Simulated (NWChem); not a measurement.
CH7NO2Si; SMILES CN[SiH](O)O

```xyz
12

Si     0.1994     0.4363    -0.2006
O      1.2529     1.2762     0.7812
O     -1.1049     1.4561    -0.2880
N     -0.2391    -1.0970     0.4207
C     -0.2312    -2.3511    -0.2919
H      0.7935     0.1588    -1.5385
H      2.0509     0.8083     1.0417
H     -0.9098     2.3726    -0.0696
H     -0.7295    -1.1290     1.3085
H     -1.2458    -2.7317    -0.5110
H      0.3093    -3.1437     0.2566
H      0.2788    -2.2268    -1.2596
```
Atoms are numbered in this order, from 1.

Program: NWChem. Coordinates come from a PBE0/def2-SVP optimisation. Not confirmed as a minimum by frequencies. GIAO values for the isolated, static molecule; σ is the absolute isotropic shielding, δ = σ(reference) − σ with the isolated reference molecule computed at the same levels (1H: tetramethylsilane, 15N: ammonia, 17O: water, 29Si: tetramethylsilane).

**Question.** Predict the results for KT2/pcSseg-1. Quantities: δ Si1 (ppm); δ O2 (ppm); δ O3 (ppm); δ N4 (ppm); δ H6 (ppm); δ H7 (ppm); δ H8 (ppm).

**Answer.** The δ Si1 (ppm) comes out as -30.2 and the δ O2 (ppm) is 67.5. The δ O3 (ppm) is 52.7, the δ N4 (ppm) comes out as 46.9 and the δ H6 (ppm) comes out as 4.83. The δ H7 (ppm) is 1.05 and the δ H8 (ppm) is 1.32.
